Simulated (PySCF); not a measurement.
# How methods differ on the excitation energy of Nb⁺

Nb⁺ [Kr] 4d4 (5D) → Nb⁺ [Kr] 4d3 5p1 (high-spin determinant), as a difference of total energies. All numbers are calculated (PySCF 2.14, scalar relativity through the core potential, in def2-QZVPPD with the def2 core potential (28 electrons)). Correlated levels: valence: 4s2 4p6 frozen. The calculations carry no spin-orbit coupling.

```json
{"method": "UHF", "excitation energy (cm⁻¹)": "31727"}
{"method": "MP2 (valence)", "excitation energy (cm⁻¹)": "34172"}
{"method": "SCS-MP2 (valence)", "excitation energy (cm⁻¹)": "32542"}
{"method": "CCSD (valence)", "excitation energy (cm⁻¹)": "33879"}
{"method": "CCSD(T) (valence)", "excitation energy (cm⁻¹)": "33794"}
```

The determinant of the upper state mixes LS terms, which raises its energy above the lowest term, most at the Hartree-Fock and MP2 levels.
